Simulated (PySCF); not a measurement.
Computed shifts of a molecule C2H5ClOSi2, PBE/pcSseg-1 (PySCF), GIAO, gas phase, atoms alike by connectivity averaged where their shifts nearly agree, in ppm (number of nuclei): ²⁹Si: 2.9 (1), -65.7 (1). ¹³C: 177.6 (1), 159.1 (1). ¹H: 7.60 (1), 5.86 (1), 4.84 (1), 4.70 (1), 1.67 (1). References: ¹⁷O against H2O (σ = 334.3 ppm); ²⁹Si against TMS (σ = 335.4 ppm); ¹³C against TMS (σ = 182.0 ppm); ³⁵Cl against HCl (σ = 936.5 ppm); ¹H against TMS (σ = 31.49 ppm), references at their B3LYP-D3(BJ)/def2-TZVP geometries, non-relativistic (without spin–orbit terms, shifts of atoms bonded to Cl or Br come out too high). Coordinates come from a B3LYP-D3(BJ)/def2-SVP optimisation. Other conformers were not sampled.

Problem. Pick the molecule that these values belong to.
A) O[Si@@H]1[SiH2]C=C1Cl
B) C#C[SiH2][Si@H](O)Cl
C) O[Si@H]1C=C(Cl)[SiH2]1
D) Cl[SiH2]C1=CO[SiH2]1

Solution. A, O[Si@@H]1[SiH2]C=C1Cl
